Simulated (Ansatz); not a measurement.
`BC[SiH3]` + `BC(Cl)BO` → `BC[SiH2]BO` + `BCCl`  (redistribution)

Gas-phase electronic energies from Ansatz, PBE0-D4/def2-TZVP geometries. CCSD(T)/CBS adds triple-zeta CCSD(T) − MP2 to the extrapolated MP2 energy (def2 sets, frozen cores). Functionals use def2-TZVPP. B3LYP here is the variant with VWN-RPA as its local correlation; programs differ in this. Each species was taken in one conformer, which may not be the lowest.

| level | ΔE (kJ/mol) |
| --- | --- |
| PBE-D4 | 49.4 |
| r2SCAN-D4 | 57.0 |
| PBE0-D4 | 51.8 |
| B3LYP | 54.7 |
| CCSD/def2-TZVPP | 57.1 |
| MP2/def2-QZVPP | 63.1 |
| HF/CBS(def2) | 60.9 |
| CCSD/CBS(def2) | 56.8 |

What does CCSD(T)/CBS give? (Estimate.)

The calculation gave: +57.1 kJ/mol. The listed levels differ from it by -7.7, -0.1, -5.3, -2.4, 0.0, 6.0, 3.8, -0.3 kJ/mol.

Largest T1 diagnostic among the species: 0.014.
